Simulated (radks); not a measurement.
Values are calculated unless marked as measured or tabulated.
The lutetium ion Lu10+, configuration [Kr] 4d10 4f12 5s2 5p1. Code: a radial shooting solver on a logarithmic mesh with Libxc functionals. Model: Dirac Kohn-Sham, exchange-only PBE, spin-unpolarised, spherical densities, finite nucleus; open shells fill j = l - 1/2 first; Fermi nuclear charge, rms radius 5.37 fm.

Normalised radial functions P(r) = r R(r) (large component), r in bohr:

| r | 4f7/2 |
|---|---|
| 0.002148 | 0.0000 |
| 0.00282 | 0.0000 |
| 0.003731 | 0.0000 |
| 0.004897 | 0.0000 |
| 0.006479 | 0.0000 |
| 0.008573 | 0.0000 |
| 0.01125 | 0.0001 |
| 0.01489 | 0.0003 |
| 0.0197 | 0.0007 |
| 0.02586 | 0.0020 |
| 0.03421 | 0.0052 |
| 0.04527 | 0.0133 |
| 0.05942 | 0.0316 |
| 0.07862 | 0.0726 |
| 0.1032 | 0.1517 |
| 0.1365 | 0.2969 |
| 0.1807 | 0.5226 |
| 0.2371 | 0.8037 |
| 0.3138 | 1.0883 |
| 0.4151 | 1.2603 |
| 0.5449 | 1.2384 |
| 0.721 | 1.0312 |
| 0.954 | 0.7180 |
| 1.252 | 0.4079 |
| 1.657 | 0.1686 |
| 2.175 | 0.0477 |
| 2.877 | 0.0072 |
| 3.807 | 0.0005 |

4f7/2: eigenvalue -179.35 eV, 0 radial nodes, <r> = 0.628 bohr, 90 % of the charge inside 1.02 bohr.
